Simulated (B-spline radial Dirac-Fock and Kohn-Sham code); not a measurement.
Subshell cross sections of Ni, photon energy 800 eV

System: the free nickel atom, [Ar] 3d8 4s2.

Level of theory: a relativistic central-field model (Hartree-Slater potential of the initial state, Latter tail, multipole expansion of the photon field, Dirac-Fock thresholds); a B-spline atomic structure program. The asymmetry parameter β is from the dipole term alone. Kinetic energies are from the vacuum level. Open shells are spread statistically over j, without multiplet splitting.

```csv
subshell,electrons,binding (eV),kinetic (eV),σ (kb),β
3s,2,129.3,670.7,38.6,2.00
3p1/2,2,84.84,715.2,43.2,1.61
3p3/2,4,82.67,717.3,84.5,1.62
3d3/2,3.2,13.47,786.5,18.3,1.15
3d5/2,4.8,13.20,786.8,26.9,1.14
4s,2,7.34,792.7,2.72,2.00
```

Branching ratios of the spin-orbit partners (statistical value in brackets): 3p 1.96 (2.00), 3d 1.47 (1.50).

Values without a named source are computed, but for edge energies of neutral atoms, which are taken from tables.
